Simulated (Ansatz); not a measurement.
Reaction (redistribution): `[SiH3]C[S][GaH2]` + `BC=C` → `[BH2][GaH2]` + `C=CSC[SiH3]`

Computed with Ansatz on PBE0-D4/def2-TZVP structures; ΔE is electronic, products minus reactants. CBS: MP2 limit from def2 TZ/QZ plus the TZ coupled-cluster correction, frozen cores. Functionals use def2-TZVPP. B3LYP here is the variant with VWN-RPA as its local correlation; programs differ in this. For Ga outer-core shells are correlated without core-valence functions, which leaves a few kJ/mol of doubt a bond. Scalar relativity is left out up to krypton. One conformer a species, not always the lowest.

`[SiH3]C[S][GaH2]`:

Z-matrix (Å, degrees):
```
Si
C 1 1.878
H 1 1.484 2 109.6
H 1 1.490 2 111.1 3 -120.9
H 1 1.488 2 108.6 3 119.2
S 2 1.826 1 109.7 3 -57.8
H 2 1.092 1 110.8 3 59.6
H 2 1.091 1 111.5 3 179.1
Ga 6 2.191 2 102.8 1 -80.8
H 9 1.558 6 115.9 2 176.6
H 9 1.563 6 116.9 2 -5.1
```

`BC=C`:

Cartesian coordinates in Å:
```
B 0.717 -0.608 0.875
C 0.089 -0.261 -0.481
C -0.769 0.761 -0.592
H 0.425 0.054 1.831
H 1.486 -1.516 1.005
H 0.320 -0.829 -1.381
H -1.032 1.359 0.276
H -1.237 1.041 -1.532
```

`[BH2][GaH2]`:

Cartesian coordinates in Å:
```
B 0.624 0.255 -0.869
Ga -0.547 -0.223 0.763
H 0.158 0.425 -1.960
H 1.813 0.379 -0.787
H -1.179 0.877 1.697
H -0.869 -1.715 1.155
```

`C=CSC[SiH3]`:

Cartesian coordinates in Å:
```
C -1.560 -0.266 2.124
C -0.480 0.091 1.440
S -0.447 1.404 0.292
C 0.960 0.928 -0.741
Si 0.590 -0.580 -1.806
H -2.527 0.194 1.954
H -1.495 -1.028 2.891
H 0.479 -0.389 1.620
H 1.151 1.792 -1.382
H 1.848 0.795 -0.118
H -0.563 -0.280 -2.692
H 1.778 -0.919 -2.640
H 0.265 -1.743 -0.943
```

Q: Is it downhill or uphill in electronic energy at CCSD(T)/CBS, and by how much? (Best estimate.)

A: The calculation gave: Uphill: ΔE = +173.9 kJ/mol.

Q: What do these levels give: PBE0-D4, B3LYP-D4, ωB97X-V, B2PLYP, PBE, r2SCAN, PBE0, B3LYP, HF/def2-TZVPP, CCSD/def2-TZVPP, MP2/def2-QZVPP, MP2/CBS(def2)? (Best estimate.)

A: The calculation gave: PBE0-D4 167.8, B3LYP-D4 172.5, ωB97X-V 167.8, B2PLYP 175.3, PBE 161.1, r2SCAN 168.6, PBE0 167.2, B3LYP 170.9, HF/def2-TZVPP 185.6, CCSD/def2-TZVPP 173.1, MP2/def2-QZVPP 178.8, MP2/CBS(def2) 179.2 kJ/mol.

Largest T1 diagnostic among the species: 0.014.

From PBE to PBE0 (25 % exact exchange), in def2-TZVPP and without D4, ΔE moves by +6.0 kJ/mol. In def2-TZVPP, CCSD(T) changes the Hartree–Fock value by −12.3 kJ/mol (the triples alone add +0.2 kJ/mol) and MP2 by −6.9 kJ/mol.
